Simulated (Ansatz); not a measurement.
Coupled-cluster diagnostics for Be₂O₃⁻, Ansatz.

Geometry of the doublet (r2SCAN-D4/def2-TZVPD):

| atom | x (Å) | y (Å) | z (Å) |
| --- | --- | --- | --- |
| Be1 | 0.0101 | -0.1194 | -0.8148 |
| Be2 | 0.1380 | 0.5947 | 1.6381 |
| O3 | 0.1905 | 0.0518 | -2.1721 |
| O4 | 0.5455 | -0.5811 | 0.7292 |
| O5 | -0.8840 | 0.0540 | 0.6196 |

Correlated methods freeze 3 core orbitals. The structure holds 1 bond(s) between oxygen atoms. Another isomer (doublet) lies 3.68 eV lower at PBE0-D4/def2-TZVPD; other spin states weren't run for this one.

Problem. Estimate the CCSD(T) correlation energy, the shares of MP2 and (T), T1 and the reference's ⟨S²⟩ for: charge -1, doublet, own geometry in def2-TZVPPD; and the rough time on 4 threads of Arm Neoverse V2 on a shared host.

Solution. 
| state | basis | correlation (eV) | MP2 share (%) | (T) share (%) | T1 | ⟨S²⟩ (pure) | wall time | remarks |
| --- | --- | --- | --- | --- | --- | --- | --- | --- |
| charge -1, doublet, own geometry | def2-TZVPPD | -24.633 | 93.1 | 4.3 | 0.042 | 1.00 (0.75) | 6.3 min | spin-contaminated (⟨S²⟩ 1.00) |
Customary marks for T1 are 0.02 (closed shells), 0.045 (open shells) and about 0.05 (3d metals). T1 exceeds 0.02 in 1 of 1 rows and 0.045 in 0; the higher it lies, the less the single-reference result can be trusted.
